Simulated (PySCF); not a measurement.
# Unknown compound

Molecular formula: C2H10O3Si2. Simulated spectra:

¹H NMR (400 MHz, computed): δ 5.18 (s, 2H), 5.15 (s, 3H), 4.98 (s, 2H), 3.65 (s, 3H).

¹³C{¹H} NMR (computed): δ 93.7 (CH2), 57.2 (CH3).

[PySCF: shielding tensors at PBE0/pcSseg-1 (GIAO); coordinates at the GFN2-xTB level; non-relativistic Hamiltonian; a single conformation; fast rotation and ring inversion assumed for equivalent nuclei; gas phase]

Chemical shifts δ = σref − σ; ¹H (σref 31.72) and ¹³C (σref 186.93) against TMS, all at this level.

Deduce the structure.

Results:


1. Rings plus π bonds: 0.
2. 2 carbon signals for 2 carbons: no two carbons are equivalent.
3. Carbon types of the structure: 1 × CH2, 1 × CH3, leaving 5 H on heteroatoms.
4. δC 93.7: sp3 carbon bearing two oxygens; 2 electronegative neighbours deshield it.
5. δC 57.2: methyl carbon bonded to O; the inductive effect lowers its shielding.
6. δH 5.18: hydrogen on an sp3 carbon bearing two oxygens; its carbon carries O, which withdraws density.
7. δH 5.15: hydrogen on a silicon bonded to O.
8. δH 4.98: hydrogen on a silicon bonded to 2 O.
9. δH 3.65: hydrogen on a methyl carbon bonded to O; its carbon carries O, an electronegative neighbour.

The compound is SMILES O([SiH2]OCOC)[SiH3].

The data come from this structure; uniqueness wasn't tested.

Shifts are as computed. Against solution values, carbons near 30 ppm lie about +3 ppm off and those near 130 ppm about +5 ppm. Of 1309 compounds with measured shifts, 239 miss one by over three times the rms of a fit or turn the order of signals round; such compounds aren't used in these exercises. Multiplicities follow the n + 1 count of equivalent neighbours, as no J values were calculated; m marks all less simple cases, F and P coupling included.
